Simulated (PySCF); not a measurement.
**Zinc: highly charged ions in a basis for the neutral atom**

Zn(16+) [Ne] 3s2 3p2, Zn(17+) [Ne] 3s2 3p1. All numbers are calculated (PySCF 2.14, no relativity, point nucleus, in def2-SVP (5s3p2d1f, 31 functions)). No spin-orbit coupling, so a gap to NIST mixes the basis error with missing relativistic terms.

Changed run: basis of the neutral atom used for a highly charged ion. This setting is unsound on purpose.

| species | method | sound run (hartree) | changed run (hartree) | converged |
| --- | --- | --- | --- | --- |
| Zn(16+) | UHF | not run | -1644.89901 | yes |
| Zn(16+) | PBE0 | not run | -1645.21919 | yes |
| Zn(16+) | M06-2X | not run | -1645.52309 | yes |
| Zn(17+) | UHF | not run | -1624.40388 | yes |
| Zn(17+) | PBE0 | not run | -1624.68308 | yes |
| Zn(17+) | M06-2X | not run | -1624.98956 | yes |

Ionisation energy of Zn(16+):

| method | changed run (eV) | NIST (eV) |
| --- | --- | --- |
| UHF | 557.70 | 577.8 ± 1.3 |
| PBE0 | 558.82 | 577.8 ± 1.3 |
| M06-2X | 558.75 | 577.8 ± 1.3 |

The contracted functions were made for the neutral atom and can be too rigid for a highly charged ion.
